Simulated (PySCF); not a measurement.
## A ladder of Hamiltonians for Pt⁶⁸⁺ (platinum, charge +68)

Occupied: 1s1/2, 2s1/2, 2p1/2, 2p3/2. Hartree-Fock calculated with PySCF 2.14 in an uncontracted even-tempered set (19 s from 17 bohr⁻², ratio 2.3; 16 p from 21 bohr⁻², ratio 2.3), Gaussian nucleus throughout. NR is non-relativistic, sf-X2C the spin-free one-electron X2C Hamiltonian, X2C adds the bare one-electron spin-orbit term, X2C-SNSO screens it by Boettger's factors, DC is four-component Dirac-Coulomb, and the Gaunt term is added at first order (total energies over the DC spinors, levels after relaxing the spinors in that mean field). QED terms are absent. Levels marked empty are virtual spinors of this ion.

```csv
level (eV),NR,sf-X2C,X2C,X2C-SNSO
1s1/2,-77792.3,-85120.9,-85098.3,-85099.6
2s1/2,-17747.4,-19878.4,-19872.8,-19873.1
2p1/2,-17342.2,-18067.2,-19396.8,-19355.6
2p3/2,-17342.2,-18067.2,-17550.2,-17562.6
3s1/2 (empty),-7433.6,-8111.1,-8110.1,-8110.1
3p1/2 (empty),-7294.7,-7589.8,-7947.0,-7936.1
3p3/2 (empty),-7294.7,-7589.8,-7448.5,-7451.9
```

**Question.** Where do the four-component calculations put these levels?

**Answer.** 1s1/2: DC -85204.4, DC+Gaunt -84923.7; 2s1/2: DC -19888.6, DC+Gaunt -19857.3; 2p1/2: DC -19367.7, DC+Gaunt -19312.7; 2p3/2: DC -17573.0, DC+Gaunt -17537.3; 3s1/2 (empty): DC -8113.9, DC+Gaunt -8105.5; 3p1/2 (empty): DC -7939.3, DC+Gaunt -7925.0; 3p3/2 (empty): DC -7454.1, DC+Gaunt -7444.8 (eV).

```
Hamiltonian  E (hartree)  E − E(DC) (hartree)  CPU seconds
         NR  -11498.8417             954.9509         0.71
     sf-X2C  -12425.8789              27.9136         0.57
        X2C  -12448.5156               5.2769         0.42
   X2C-SNSO  -12447.2682               6.5244         0.42
         DC  -12453.7926               0.0000           36
   DC+Gaunt  -12436.8591              16.9335           66
```

Weight of the small component: 1s1/2 0.0876, 2s1/2 0.0206, 2p1/2 0.0205, 2p3/2 0.0185, 3s1/2 0.00817, 3p1/2 0.00810, 3p3/2 0.00756.

Koopmans' value for the highest occupied level at DC+Gaunt: 17537.3 eV, against an ionisation energy of 17540 ± 50 eV (theoretical estimate listed by NIST; NIST Atomic Spectra Database, ionization energies); the former lacks relaxation, correlation, QED and recoil.

The whole ladder took 110 s of wall time on 1 thread of Intel(R) Xeon(R) Platinum 8259CL CPU @ 2.50GHz (shared host), launched as `OMP_NUM_THREADS=1 python relrun2.py TASK.json OUT` (a driver that calls PySCF for each Hamiltonian).

Dirac-Coulomb iterations, started from the X2C spinors:

```
with_ssss True, with_gaunt False, with_breit False
light speed = 137.03599967994
init E= -12350.2787861014
cycle= 1 E= -12453.7898888126  delta_E= -104  |g|= 3.83  |ddm|= 0.128
cycle= 2 E= -12453.7925833532  delta_E= -0.00269  |g|= 0.0445  |ddm|= 0.00403
cycle= 3 E= -12453.7925851908  delta_E= -1.84e-06  |g|= 0.00111  |ddm|= 0.000145
cycle= 4 E= -12453.792585192  delta_E= -1.24e-09  |g|= 6.03e-06  |ddm|= 3.14e-06
```
